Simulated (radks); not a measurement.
Values are calculated unless marked as measured or tabulated.
Removal energies from the praseodymium ion Pr7+, [Kr] 4d10 5s2 5p4, by Delta-SCF beside the eigenvalue of the level emptied. Level of theory: non-relativistic Kohn-Sham, PBE, spin-polarised, spherical densities, point nucleus (a radial shooting solver on a logarithmic mesh with Libxc functionals). Open shells are filled with parallel spins first.

removed from	final configuration	Delta-SCF (eV)	-eigenvalue (eV)
5p	[Kr] 4d10 5s2 5p3	110.07	103.19
5s	[Kr] 4d10 5s1 5p4	128.09	120.74
4d	[Kr] 4d9 5s2 5p4	234.54	221.20
4p	[Ar] 3d10 4s2 4p5 4d10 5s2 5p4	331.00	317.11
